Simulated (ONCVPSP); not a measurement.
Reading a pseudo-wave (Si)

Columns: radius, all-electron u(r) and pseudo u(r) of the 3p shell (level -4.08 eV) of silicon in the configuration [Ne] 3s2 3p2; PBE, scalar-relativistic, ONCV scheme, ONCVPSP 4.0.1.

```tsv
r (bohr)	all-electron	pseudo
0.105	-0.1080	0.0042
0.210	-0.2216	0.0168
0.315	-0.2589	0.0373
0.420	-0.2318	0.0653
0.525	-0.1650	0.1000
0.630	-0.0781	0.1403
0.735	0.0161	0.1850
0.840	0.1094	0.2326
0.945	0.1974	0.2818
1.050	0.2773	0.3312
1.155	0.3483	0.3794
1.260	0.4102	0.4255
1.365	0.4633	0.4684
1.470	0.5079	0.5073
1.575	0.5442	0.5414
1.680	0.5729	0.5700
1.785	0.5944	0.5925
1.890	0.6096	0.6088
1.995	0.6190	0.6189
2.100	0.6235	0.6235
2.205	0.6236	0.6236
2.310	0.6200	0.6200
2.415	0.6133	0.6133
2.520	0.6039	0.6039
2.625	0.5924	0.5924
2.730	0.5791	0.5791
```

(1) How many radial nodes do the two functions have?

(2) At about which radius was the pseudo-wave matched?

(3) Where does each function peak?

(4) Is the pseudo-wave norm-conserving?

Answers

(1) The all-electron 3p function has n − l − 1 = 1; the pseudo-wave has 0, since the states of the same l below it are removed with the core.

(2) 2.10 bohr, where the columns begin to agree (steps of 0.10 bohr).

(3) Outermost all-electron maximum near 2.21 bohr, pseudo maximum near 2.21 bohr (to the table’s step).

(4) Yes: the ONCV scheme keeps the norm inside the radius equal to the all-electron one, which fixes the energy derivative of the logarithmic derivative at the level.
